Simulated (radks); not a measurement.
Isoelectronic series with 46 electrons, each ion in its NIST ground configuration. All-electron calculation, scalar-relativistic Kohn-Sham, PBEsol, spin-polarised, spherical densities, finite nucleus; Fermi nuclear charge, rms radius of each element as measured or else 0.836 A^(1/3) + 0.57 fm. Program: a radial shooting solver on a logarithmic mesh with Libxc functionals. Total energies (hartree) and orbital eigenvalues (hartree):

| ion | configuration | E (hartree) | 4d | 4p | 4s |
|---|---|---|---|---|---|
| Pd | [Kr] 4d10 | -5043.33531 | -0.14886 | -1.87941 | -3.13265 |
| Cd2+ | [Kr] 4d10 | -5590.95439 | -1.11860 | -3.15402 | -4.58286 |
| Sn4+ | [Kr] 4d10 | -6170.87677 | -2.48642 | -4.84843 | -6.47381 |
| Te6+ | [Kr] 4d10 | -6783.24300 | -4.17813 | -6.87725 | -8.71790 |
| Xe8+ | [Kr] 4d10 | -7428.32081 | -6.16587 | -9.21052 | -11.28463 |
| Ba10+ | [Kr] 4d10 | -8106.4302 | -8.43577 | -11.83443 | -14.16077 |
| Ce12+ | [Kr] 4d10 | -8817.9438 | -10.97989 | -14.74179 | -17.34035 |
| Nd14+ | [Kr] 4d10 | -9563.2713 | -13.79324 | -17.92863 | -20.82115 |
| Sm16+ | [Kr] 4d10 | -10342.8277 | -16.87258 | -21.39283 | -24.60302 |
| Gd18+ | [Kr] 4d10 | -11157.1422 | -20.21569 | -25.13340 | -28.68752 |
| Dy20+ | [Kr] 4d10 | -12006.7209 | -23.82110 | -29.15013 | -33.07711 |
| Er22+ | [Kr] 4d10 | -12892.1368 | -27.68779 | -33.44337 | -37.77521 |
| Yb24+ | [Kr] 4d10 | -13813.9666 | -31.81514 | -38.01386 | -42.78584 |
| Hf26+ | [Kr] 4d10 | -14772.8810 | -36.20276 | -42.86270 | -48.11387 |
| W28+ | [Kr] 4d10 | -15769.5770 | -40.85052 | -47.99125 | -53.76475 |
| Os30+ | [Kr] 4d10 | -16804.7646 | -45.75842 | -53.40109 | -59.74444 |
| Pt32+ | [Kr] 4d10 | -17879.2978 | -50.92661 | -59.09401 | -66.05987 |
| Hg34+ | [Kr] 4d10 | -18993.9804 | -56.35537 | -65.07201 | -72.71823 |
